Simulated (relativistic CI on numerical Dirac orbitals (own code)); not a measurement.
## Hyperfine structure of Ag XXVI, mass number 107

Calculated at this level of theory: Dirac-Coulomb-Breit CI, KLI orbitals optimised for each configuration, a model potential for QED, unscaled Slater integrals (own radial code, finite nucleus).

Configuration list (outside the closed core [Ne]): 3s2 3p6 3d4, 3s2 3p5 3d5, 3s 3p6 3d5, 3s2 3p6 3d3 4s, 3s2 3p6 3d3 4p, 3s2 3p6 3d3 4d, 3s2 3p6 3d3 4f, 3s2 3p5 3d4 4s, 3s2 3p6 3d2 4s 4p, 3s 3p6 3d4 4s, 3s2 3p6 3d3 5s, 3p6 3d6, 3p5 3d7, 3s2 3p6 3d2 4s2, 3s2 3p6 3d 4s2 4p, 3s2 3p6 3d 4s2 4d, 3s2 3p6 3d 4s2 4f, 3p6 3d5 4s, 3p5 3d6 4s. Double excitations out of closed p, d and f shells are left out; levels of such configurations are missing from the list, as are those of other unlisted configurations, and high levels can miss mixing partners.

Nuclear spin I = 1/2, μ = -0.11352 μN (tables of Stone and Pyykkö). The electronic factors are computed for point nuclear moments, without core polarisation or the Bohr-Weisskopf and QED corrections.

```csv
Level,E (cm⁻¹),A (MHz)
3s2 3p6 3d4 5D_1,26115.2,-248.5
3s2 3p6 3d4 5D_2,47742.4,-978.2
3s2 3p6 3d4 5D_3,63991.7,-1520
3s2 3p6 3d4 5D_4,73321.7,-2026
3s2 3p6 3d4 3H_4,115808.4,-2433
3s2 3p6 3d4 3G_3,139057.5,-2573
3s2 3p6 3d4 3H_5,144289.2,-2374
3s2 3p6 3d4 3F_2,144567.6,-2408
```

Levels with J = 0, under 50 % of one LS term, or S terms without an open s electron are left out. Small factors come from cancelling terms and can be off by tens of per cent or more.

At this charge energies of transitions that change n are usually good to better than 1 %, and those within a shell (Δn = 0) to a few per cent. Terms inside the open d or f shell come out 10 to 20 % too wide with unscaled integrals.

Task: Give the hyperfine levels of 3s2 3p6 3d4 5D_2 relative to its centre of gravity.

Result: With K = F(F + 1) − I(I + 1) − J(J + 1), E = AK/2: F = 3/2: 1467, F = 5/2: -978.2 MHz.

LS names give the leading component of a level, which can be under half, so a name can repeat, a term be missing and a line seem to break the LS rules.
